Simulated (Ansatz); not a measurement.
The input (input.yaml):

```yaml
crystal:
  periodic: [false, false, false]
  atoms:
    - { symbol: Si, position_ang: [0.0, 0.0, 0.0] }
    - { symbol: Si, position_ang: [0.0, 0.0, 2.22] }
    - { symbol: H, position_ang: [-1.3148, -0.4067, 2.7074] }
    - { symbol: H, position_ang: [1.0096, -0.9353, 2.7074] }
    - { symbol: H, position_ang: [0.3052, 1.342, 2.7074] }
    - { symbol: H, position_ang: [1.3768, 0.0, -0.4862] }
    - { symbol: O, position_ang: [-0.7913, 1.3709, -0.5594] }
    - { symbol: C, position_ang: [-2.1512, 1.4177, -0.9653] }
    - { symbol: H, position_ang: [-2.7687, 0.8215, -0.2614] }
    - { symbol: H, position_ang: [-2.5023, 2.4707, -0.9639] }
    - { symbol: H, position_ang: [-2.2473, 0.9975, -1.9882] }
    - { symbol: O, position_ang: [-0.7913, -1.3709, -0.5594] }
    - { symbol: C, position_ang: [-1.5365, -2.2685, 0.2501] }
    - { symbol: H, position_ang: [-1.2251, -2.1576, 1.3097] }
    - { symbol: H, position_ang: [-2.6187, -2.04, 0.1571] }
    - { symbol: H, position_ang: [-1.349, -3.3106, -0.083] }
basis:
  gaussian: { orbitals: STO-3G }
hamiltonian:
  xc: pbe
relax:
  f_tol: 0.02
  max_steps: 40
output:
  orbitals: {}
```

Launched with:

```bash
$ ansatz run input.yaml --threads 1 --pin off --max-ram 2048MiB --backend cpu --events-out ev --progress --plain --runs-dir out
```

Hardware: 1 thread of Intel(R) Xeon(R) 6975P-C (Granite Rapids) (shared host).

Task: Roughly how long does this run take, and how much memory?

Result: 40 s, with a peak of 0.15 GiB, for 17 ionic steps.
